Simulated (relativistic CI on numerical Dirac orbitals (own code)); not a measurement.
# What each ingredient does to the levels of W25+

Base calculation: Dirac-Coulomb-Breit CI, KLI orbitals optimised for each configuration, a model potential for QED, unscaled Slater integrals.

Configuration list (outside the closed core [Ar] 3d10 4s2): 4p6 4d10 4f3, 4p6 4d10 4f2 5s, 4p6 4d9 4f4, 4p6 4d10 4f 5s2, 4p6 4d10 4f2 5p, 4p6 4d10 4f 5s 5p, 4p6 4d10 4f2 5d, 4p6 4d10 4f 5p2, 4p5 4d10 4f4, 4p6 4d10 4f 5s 5d, 4p6 4d10 4f 5p 5d, 4p6 4d9 4f2 5s2, 4p6 4d10 4f2 5f, 4p6 4d10 4f 5d2, 4p6 4d10 4f2 6s, 4p6 4d10 4f2 6p. Levels of other configurations are missing.

Variants: (1) P86 correlation estimate; (2) QED terms removed; (3) non-relativistic limit. Shifts of the energy above 4p6 4d10 4f3 4I°_9/2, in cm⁻¹, for the lowest level and the first level of each name with at least 55 % of one term (blank where a level changes its place among those of its configuration and J or its character, or is not in the variant):

```tsv
Level	Base	Δ(1)	Δ(2)	Δ(3)
4p6 4d10 4f3 4I°_9/2	0.0	0.0	0.0	0.0
4p6 4d10 4f3 4I°_11/2	19769.1	-0.1	-92.8	-19769.1
4p6 4d10 4f3 4I°_13/2	36761.1	-0.1	-153.6	-36761.1
4p6 4d10 4f3 4F°_3/2	37410.5	+1.4	-8.8	-7008.3
4p6 4d10 4f3 4F°_5/2	50685.3	+1.3	-71.9	-20283.1
4p6 4d10 4f3 4I°_15/2	51538.5	0.0	-193.0	-51538.4
4p6 4d10 4f3 4S°_3/2	56418.0	+1.0	-93.5	-25186.6
4p6 4d10 4f3 4G°_5/2	59476.0	+1.7	-51.2	-10777.7
4p6 4d10 4f3 4G°_7/2	68387.9	+1.4	-110.7	
4p6 4d10 4f3 4F°_9/2	71376.9	+1.1	-176.1	
4p6 4d10 4f3 2H°_11/2	73594.7	+1.0	-168.8	-41281.4
4p6 4d10 4f3 2K°_13/2	73656.5	+0.3	-131.2	-24756.8
4p6 4d10 4f3 4G°_9/2	85279.0	+1.4	-165.5	
4p6 4d10 4f3 2P°_1/2	86329.1	+2.2	-100.1	-26989.9
```

At this charge energies of transitions that change n are usually good to better than 1 %, and those within a shell (Δn = 0) to a few per cent. Terms inside the open d or f shell come out 10 to 20 % too wide with unscaled integrals.

Ionisation energy from the two ground configurations alone: base 782.333 eV; P86 correlation estimate 784.331 eV. The NIST ASD value (semi-empirical) is 784.4 eV.

LS names give the leading component of a level, which can be under half, so a name can repeat, a term be missing and a line seem to break the LS rules.
